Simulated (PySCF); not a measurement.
H5InN2O, SMILES [NH2][In]([NH2])[OH].

The structure is a stationary point at PBE-D3(BJ)/def2-SVP. The structure was generated by enumeration; whether it is a known compound was not checked. The def2 effective core potentials stand for the cores of In; spin–orbit coupling is left out. Other conformers were not sampled.

Method: PBE/def2-TZVP (PySCF).

Isolated molecule, no solvent.

Computed frontier levels, gap, dipole moment and polarisability:
```json
{
  "highest_occupied_level": "-5.86 eV",
  "lowest_empty_level": "-2.26 eV",
  "orbital_gap": "3.60 eV",
  "dipole_moment": "2.93 D",
  "quadrupole, principal values (traceless, Buckingham form, about the centre of nuclear charge)": "-7.74, 0.65, 7.08 D·Å",
  "mean_static_polarisability": "60.3 bohr³ (8.93 Å³)",
  "polarisability_principal_values": "44.5, 62.3, 74.0 bohr³"
}
```
